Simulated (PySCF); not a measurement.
SMILES C[N]([SiH3])[Ge]([CH3])([CH3])[CH3] (C4H15GeNSi) at its GFN2-xTB optimised geometry (Å):

```
22

Si     0.3690     0.1456     0.0000
N     -0.1392    -0.7766    -1.3624
C     -1.5245    -1.2081    -1.3828
Ge     0.6601    -0.6637    -3.0475
C     -0.2748     0.7379    -4.1152
C      2.5813    -0.2255    -2.8403
C      0.4522    -2.4470    -3.9117
H      1.8293     0.1456     0.0000
H     -0.1238     1.5365     0.0000
H     -0.1726    -0.5441     1.1750
H     -2.2046    -0.4077    -1.6956
H     -1.6453    -2.0441    -2.0734
H     -1.8293    -1.5365    -0.3891
H     -0.2123     1.7023    -3.6193
H      0.1833     0.8267    -5.0959
H     -1.3235     0.4891    -4.2505
H      3.0704    -0.9304    -2.1755
H      2.7195     0.7747    -2.4425
H      3.0691    -0.2767    -3.8102
H     -0.5540    -2.6019    -4.2903
H      1.1395    -2.5256    -4.7494
H      0.6819    -3.2420    -3.2083
```

Computed with PBE0/def2-SVP in PySCF. Cells within 0.4 Å of a nucleus heavier than hydrogen are left out (blank, or x).

Map of the deformation density (molecule minus spherical neutral atoms) (e/bohr³) on the plane z = 0.0 Å:

```
|111111111111111111111111111|
|111111111111111111111111111|
|111111111111111111111111111|
|111111111111111111111111111|
|111111111111111111111111111|
|111111111111111111111111111|
|111111111111111111111111111|
|111111111111222111111111111|
|111111111112585211111111111|
|111111111113796311111111111|
|111111111112564212221111111|
|111111111111221114431111111|
|11111111110001xx26972111111|
|1111111110000xxx26972111111|
|111111111000000013431111111|
|111111111000110001211111111|
|111111111000010001111111111|
|111111111100011111111111111|
|111111011111111111111111111|
|111111001111111111111111111|
|111111111111111111111111111|
|111111111111111111111111111|
|111111111111111111111111111|
|111111111111111111111111111|
|111111111111111111111111111|
|111111111111111111111111111|
|111111111111111111111111111|
```
Scale: ten equal steps from -0.016 (start of '0') to 0.075 (end of '9'), in the order '0123456789'; x runs from -4.00 to 4.00, y from -4.00 (bottom) to 4.00 (top).
